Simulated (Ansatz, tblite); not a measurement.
Removing and adding an electron: Sr₃Te₃ (the lowest singlet isomer of a short search). Charge 0, multiplicity 1. Geometry: PBE-D4/def2-SVP. Ansatz, gas phase; energy differences of separate SCF runs; the oxidised species was run as a doublet alone; the reduced species was run as a doublet alone.

```xyz
6

Sr   -0.6244    2.3080    1.2687
Sr   -1.1653   -0.6025   -2.3728
Sr    1.7862   -1.7067    1.1025
Te   -2.1597    2.0799   -1.3454
Te    1.4131    0.7302    2.8818
Te    0.7502   -2.8089   -1.5349
```

In the def2 sets Sr, Te take a core potential; there is no spin–orbit coupling. The xTB rows come from tblite. HOMO above LUMO, or a gap near zero within one spin, warns that the state may not be the lowest or that an electron is smeared out. The structure comes from a short search, and lower isomers may exist.

```json
{"level": "GFN1-xTB", "−HOMO (eV)": "8.72", "vertical IE (eV)": "10.18", "−LUMO (eV)": "6.98", "vertical EA (eV)": "5.88", "HOMO–LUMO gap (eV)": "1.74", "IE − EA (eV)": "4.30", "remarks": "–"}
{"level": "GFN2-xTB", "−HOMO (eV)": "6.11", "vertical IE (eV)": "8.82", "−LUMO (eV)": "4.57", "vertical EA (eV)": "2.24", "HOMO–LUMO gap (eV)": "1.54", "IE − EA (eV)": "6.57", "remarks": "–"}
{"level": "PBE-D4/def2-TZVP", "−HOMO (eV)": "4.37", "vertical IE (eV)": "6.13", "−LUMO (eV)": "2.46", "vertical EA (eV)": "–", "HOMO–LUMO gap (eV)": "1.92", "IE − EA (eV)": "–", "remarks": "gap within one spin near zero (+1 doublet)"}
{"level": "PBE-D4/def2-TZVPD", "−HOMO (eV)": "4.37", "vertical IE (eV)": "–", "−LUMO (eV)": "2.46", "vertical EA (eV)": "1.19", "HOMO–LUMO gap (eV)": "1.92", "IE − EA (eV)": "–", "remarks": "HOMO above zero (-1 doublet)"}
{"level": "PBE0-D4/def2-TZVP", "−HOMO (eV)": "5.22", "vertical IE (eV)": "6.46", "−LUMO (eV)": "1.88", "vertical EA (eV)": "–", "HOMO–LUMO gap (eV)": "3.34", "IE − EA (eV)": "–", "remarks": "–"}
{"level": "PBE0-D4/def2-TZVPD", "−HOMO (eV)": "5.21", "vertical IE (eV)": "–", "−LUMO (eV)": "1.88", "vertical EA (eV)": "1.02", "HOMO–LUMO gap (eV)": "3.33", "IE − EA (eV)": "–", "remarks": "–"}
{"level": "BHLYP-D4/def2-TZVPD", "−HOMO (eV)": "5.90", "vertical IE (eV)": "–", "−LUMO (eV)": "1.43", "vertical EA (eV)": "0.86", "HOMO–LUMO gap (eV)": "4.47", "IE − EA (eV)": "–", "remarks": "–"}
```

   A HOMO above zero means that the electron is unbound at that level or that self-interaction error raises the level; the energy of removing that electron tells which. Raw xTB energy differences between charge states are shifted by several eV; the methods need an empirical correction for them.
